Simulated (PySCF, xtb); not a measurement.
Mg(OH)(NMe2) (C₂H₇MgNO), SMILES C[N]([Mg][OH])C.

GFN2-xTB (xtb) at its own geometry gives an orbital gap of 1.46 eV and a dipole moment of 1.68 D.

Geometry optimised at PBE0-D3(BJ)/def2-SVP. The structure was generated by enumeration; whether it is a known compound was not checked. One conformer was computed; it need not be the lowest.

Problem. What does PySCF with HF/def2-TZVP give? (Estimate from the structure and the level; the computed values follow.)

Solution. gap 9.71 eV (levels -8.47 and 1.24 eV), dipole 0.64 D.
